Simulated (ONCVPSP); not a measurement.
## lithium (Li): ONCV pseudisation with LDA (Perdew-Wang 92), non-relativistic reference atom.

Li, optimised norm-conserving Vanderbilt (ONCV), made with ONCVPSP 4.0.1 (LDA (Perdew-Wang 92), non-relativistic). Core none, reference 1s2 2s0.5 (charge +0.5). Waves: 1s+2s: rc 1.15 bohr, ncon 4, nbas 8, qcut 12.1 1/bohr, 2 projectors; p scattering state at 0.25 Ha: rc 1.15 bohr, ncon 3, nbas 6, qcut 7.2 1/bohr, 3 projectors, debl 3.8 Ha. Local part: polynomial inside 0.80 bohr (lpopt 5, dvloc0 2 Ha). Core correction: none.

All-electron outer shells of the reference configuration (LDA (PZ), non-relativistic, ld1.x):

```csv
shell,level (eV),outermost node (bohr),outermost maximum (bohr)
1s,-54.98,–,0.36
2s,-5.32,0.84,2.90
```

Problem. Does the generator finish with these settings?

Solution. Yes, a potential is produced and its reference levels are reproduced.

Problem. Estimate the cutoffs (Ha) at which the residual kinetic energy of the hardest occupied pseudo-wave falls to 1 and 0.1 mHa per electron.

Solution. 45 Ha and 54 Ha.

Problem. Does the potential have ghost states?

Solution. No bound ghost flagged; no localised positive-energy state flagged.

Problem. Which valence shell sets the plane-wave cutoff?

Solution. 1s: 45 Ha for 1 mHa per electron, against 33 Ha for 2s.

Problem. Tests: 1s2 2s1; 1s2 2s0; 1s2 2s0 2p1; 1s1 2s1. Which has the largest error in its energy relative to the reference configuration, and how large is it?

Solution. 1s1 2s1, with +678 meV (all-electron minus pseudo) on +65.34 eV.
